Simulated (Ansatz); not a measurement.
Ansatz (a first-principles code) input (r2SCAN/def2-TZVPD):

Ansatz 0.2 input:
```yaml
crystal:
  periodic: [false, false, false]
  atoms:
    - {symbol: Ta, position_ang: [0.00201461, 0.00147624, 0.02351490]}
    - {symbol: H, position_ang: [0.19356976, -1.58666482, -0.78495125]}
    - {symbol: H, position_ang: [-0.34063629, 1.47889920, -0.93163676]}
basis:
  gaussian:
    orbitals: def2-TZVPD
hamiltonian:
  xc: {name: r2SCAN}
total_charge: -1
magnetization: {spin_polarized: true, initial_magnetization: 4}
```

Output:

```
Functional definition: r2SCAN
integrals: 0.02 GiB planned
468 factors; their error is unknown
mean field: 0.20 GiB planned
mean field evaluation 1: about -1579.4200 eV, gradient 1.3e1 eV
mean field evaluation 2: about -1577.9225 eV, gradient 2.2e1 eV
mean field evaluation 4: about -1580.9524 eV, gradient 3.8e0 eV
mean field evaluation 8: about -1581.0496 eV, gradient 5.5e-2 eV
mean field evaluation 16: about -1581.0497 eV, gradient 1.0e-4 eV
mean field evaluation 32: about -1580.5875 eV, gradient 2.2e-3 eV
mean field evaluation 64: about -1580.9250 eV, gradient 3.9e0 eV
mean field evaluation 96: about -1580.5084 eV, gradient 7.1e-1 eV
mean field evaluation 128: about -1580.6535 eV, gradient 4.0e0 eV
mean field evaluation 160: about -1580.3608 eV, gradient 3.1e-2 eV
mean field -1581.04967394 eV, -58.1025038435 hartree, gradient 4.1e-6 eV, S^2 6.014798; 13 other end points of the search recorded, 0 dependent functions left out
reference -1581.04971163 eV, -58.1025052283 hartree; 10, 6 occupied and 51, 55 virtual orbitals, 468 factors
Total energy: -1581.04971163 eV, -58.1025052283 hartree
```

This state (charge -1, quintet) is run at the relaxed geometry of the species with charge 0 and multiplicity 4.
